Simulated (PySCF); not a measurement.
Working out the ionisation energy of Pb⁺

Pb⁺ [Xe] 4f14 5d10 6s2 6p1 (2P) → Pb²⁺ [Xe] 4f14 5d10 6s2 (1S). Computed with PySCF 2.14 in aug-cc-pVTZ-PP with ECP60MDF, with scalar relativity through the core potential. Frozen: 5s2 5p6 5d10. Energies in hartree (1 hartree = 27.21139 eV):

| part | Pb⁺ (lower) | Pb²⁺ (upper) |
| --- | --- | --- |
| UHF | -191.594417 | -191.109338 |
| MP2 opposite-spin | -0.024992 | -0.020290 |
| MP2 same-spin | -0.002126 | 0.000000 |

Question: What does Hartree-Fock give?

Answer: (-191.109338) − (-191.594417) = 0.485079 hartree = 13.200 eV.

Question: What do MP2 and SCS-MP2 (6/5 opposite-spin, 1/3 same-spin) give?

Answer: The opposite-spin parts differ by 0.128 eV and the same-spin parts by 0.058 eV. MP2: 13.200 + (0.128) + (0.058) = 13.386 eV. SCS-MP2: 13.200 + 1.2 × (0.128) + (0.058)/3 = 13.373 eV.

Measured between the centres of the two terms (NIST): 13.869 eV, so MP2 (valence) is off by -0.483 eV.

What remains against the reference includes basis incompleteness, the frozen core and correlation beyond second order.
